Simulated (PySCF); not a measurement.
B(OMe)(SiH3)2, SMILES COB([SiH3])[SiH3] at its CAM-B3LYP/def2-SVP optimised geometry (Å):

```
14

B      0.0253    -0.0939     0.0000
O      0.6219    -0.7241     1.0242
C      2.0102    -0.8557     1.2399
H      2.6012    -0.3725     0.4458
H      2.2663    -0.3996     2.2070
H      2.2658    -1.9243     1.2792
Si    -2.0105    -0.0939     0.0000
H     -2.6012    -0.8074     1.1698
H     -2.5233    -0.7368    -1.2486
H     -2.5235     1.3104     0.0000
Si     1.0597     0.8338    -1.5097
H      1.9337    -0.1220    -2.2575
H      1.9446     1.9243    -0.9952
H      0.1151     1.4430    -2.4889
```

Calculation: CAM-B3LYP/def2-TZVP in PySCF 2.14.0. Cells within 0.4 Å of a nucleus heavier than hydrogen are left out (blank, or x).

Map of the deformation density (molecule minus spherical neutral atoms) (e/bohr³) on the plane z = 0.0 Å:

```
|11111111111111111111111111111|
|11111111111111111111111111111|
|11111111111111111111111111111|
|11111111111111111111111111111|
|11111111111111111111111111111|
|11111111111111111111111111111|
|11111111111111111111111111111|
|11111111111111111111111111111|
|11111111111111111111111111111|
|11111111111111111111111111111|
|11111126421111111111111111111|
|11111249631111111111111111111|
|11111136521221012111111111111|
|11111112212442122111111111111|
|11111000xx377xxx2100100111111|
|11111000xx3665x32100110011111|
|11111111001331011100111111111|
|11111111000110011100111111111|
|11111111101111111111111111111|
|11111111111111111111111111111|
|11111111111111111111111111111|
|11111111111111111111111111111|
|11111111111111111111111111111|
|11111111111111111111111111111|
|11111111111111111111111111111|
|11111111111111111111111111111|
|11111111111111111111111111111|
|11111111111111111111111111111|
|11111111111111111111111111111|
```
Scale: ten equal steps from -0.017 (start of '0') to 0.077 (end of '9'), in the order '0123456789'; x runs from -5.00 to 5.00, y from -5.00 (bottom) to 5.00 (top).
